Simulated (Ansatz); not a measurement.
Reactions of AlBrClF, SMILES `[F][Al]([Cl])[Br]`.

Program: Ansatz. Geometries: PBE0-D4/def2-TZVP. ΔE: electronic, gas phase. CCSD(T)/CBS adds triple-zeta CCSD(T) − MP2 to the extrapolated MP2 energy (def2 sets, frozen cores). This one scheme is used for every species. For Br, Se, V outer-core shells are correlated without core-valence functions, which leaves a few kJ/mol of doubt a bond. Scalar relativity is left out up to krypton. One conformer a species, not always the lowest.

Problem. Order these by ΔE at CCSD(T)/CBS, lowest first. (Best estimate.)
A. `[F][Al]([Cl])[Br]` + `O[Si](O)(O)O` → `O[Si](O)(O)[O][Al]([F])[Cl]` + HBr
B. `[F][Al]([Cl])[Br]` + `[NH2][V](=[O])([OH])[OH]` → `[OH][Al]([F])[Br]` + `[NH2][V](=[O])([OH])[Cl]`
C. `[F][Al]([Cl])[Br]` + `C[SeH]` → `C[Se][Al]([F])[Cl]` + HBr
D. `[F][Al]([Cl])[Br]` + H–F → `[F][Al]([F])[Br]` + HCl

Solution. B (-28.4 kJ/mol), D (-18.9 kJ/mol), A (-0.6 kJ/mol), C (+37.8 kJ/mol).

Largest T1 diagnostic: 0.033, for `[NH2][V](=[O])([OH])[OH]`, so its coupled-cluster energy is less sure.
